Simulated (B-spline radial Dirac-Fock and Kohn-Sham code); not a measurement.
Levels of muonic ⁴³Ca

Nucleus: ⁴³Ca, Fermi distribution (skin thickness 2.3 fm), rms radius 3.4954 fm (measured, Angeli and Marinova 2013).

Model: the Dirac equation of a negative muon with reduced mass in the field of a spherical finite nucleus, with the Uehling potential to all orders; nuclear polarisation, deformation, hyperfine structure, self-energy, higher-order vacuum polarisation, relativistic recoil and electron screening are left out. Program: a radial B-spline solver.

| level | binding (keV) | point nucleus, no QED (keV) | vacuum polarisation (keV) | ⟨r⟩ (fm) |
| --- | --- | --- | --- | --- |
| 1s1/2 | 1066 | 1128 | 6.942 | 20.3 |
| 2s1/2 | 274.5 | 282.5 | 1.059 | 78.7 |
| 2p1/2 | 283.3 | 282.5 | 0.914 | 63.4 |
| 2p3/2 | 281.8 | 281.0 | 0.895 | 63.9 |
| 3s1/2 | 123.0 | 125.4 | 0.312 | 175.6 |
| 3p1/2 | 125.6 | 125.4 | 0.256 | 159.1 |
| 3p3/2 | 125.2 | 124.9 | 0.252 | 159.7 |
| 3d3/2 | 125.1 | 124.9 | 0.180 | 134.1 |
| 3d5/2 | 125.0 | 124.8 | 0.179 | 134.4 |

Task: By how much does the finite nuclear size lower the 1s binding energy?

Result: By 69.71 keV, 6.18 % of the point-nucleus value (point value plus vacuum polarisation less the binding energy). The 1s orbit has ⟨r⟩ = 20.3 fm.

Values without a named source are computed, but for edge energies of neutral atoms, which are taken from tables.
